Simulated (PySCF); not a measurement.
C₃H₆BNO, SMILES C(B(O)C)C#N.

The structure is a stationary point at ωB97X-D3(BJ)/def2-SVP. The structure was generated by enumeration, and PubChem lists no compound with its InChIKey, so it may never have been made. Other conformers were not sampled.

Method: TDA-PBE/def2-SVPD run with PySCF.

Vertical excitations. Gas-phase values at a fixed geometry.

Computed excitation energies, oscillator strengths and character:
| state | energy (eV) | λ (nm) | f | main pairs |
|---|---|---|---|---|
| S1 | 6.56 | 189 | 0.000 | HOMO→LUMO 99 % |
| S2 | 6.94 | 179 | 0.005 | HOMO→LUMO+1 98 % |
| S3 | 7.15 | 173 | 0.008 | HOMO−1→LUMO 98 % |
| S4 | 7.22 | 172 | 0.001 | HOMO→LUMO+2 96 % |
| S5 | 7.33 | 169 | 0.002 | HOMO−2→LUMO 90 % |
| S6 | 7.56 | 164 | 0.001 | HOMO−1→LUMO+1 93 % |
| S7 | 7.60 | 163 | 0.015 | HOMO−3→LUMO 72 %, HOMO→LUMO+3 12 % |
| S8 | 7.61 | 163 | 0.053 | HOMO→LUMO+3 62 %, HOMO−3→LUMO 13 % |
| S9 | 7.78 | 159 | 0.061 | HOMO−2→LUMO+1 87 % |
| S10 | 8.01 | 155 | 0.011 | HOMO−3→LUMO+1 91 % |
| T1 | 6.14 | 202 | 0 | HOMO→LUMO 99 % |
| T2 | 6.43 | 193 | 0 | HOMO−1→LUMO+2 38 %, HOMO→LUMO+3 29 %, HOMO→LUMO+1 11 %, HOMO−2→LUMO+3 10 % |
| T3 | 6.79 | 182 | 0 | HOMO→LUMO+1 71 %, HOMO−1→LUMO+2 24 % |
| T4 | 6.83 | 181 | 0 | HOMO→LUMO+2 63 %, HOMO−1→LUMO+3 17 % |
Triplets are in the Tamm–Dancoff approximation.
